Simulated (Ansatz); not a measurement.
Cartesian coordinates in Å:
```
C 1.3047 -0.1160 1.4215
N 0.5389 0.4462 0.3334
Si -0.8896 -0.2249 -0.3246
N -1.0287 0.2998 -1.9475
H 2.3792 0.0247 1.2657
H 1.1231 -1.1921 1.4738
H 1.0480 0.3065 2.4014
H 0.7114 1.4264 0.1736
H -2.1895 0.1913 0.2843
H -0.7309 -1.6906 -0.0852
H -1.9346 0.4516 -2.3575
H -0.3321 0.0771 -2.6389
```

Charge 0, multiplicity 1.

Task: List the PBE0/def2-TZVPP orbital energies in eV (the Gaussian-basis code of Ansatz). (Best estimate.)

Result: Ansatz gave: Occupied: -1802.34, -390.65, -390.58, -278.60, -144.57, -99.25, -99.24, -99.22, -24.42, -23.47, -18.52, -14.97, -13.69, -13.24, -11.93, -11.57, -10.67, -9.92, -9.23, -7.38, -6.62. Lowest empty: 0.91, 1.18, 2.15, 2.41, 2.74, 2.76, 3.15, 3.37.
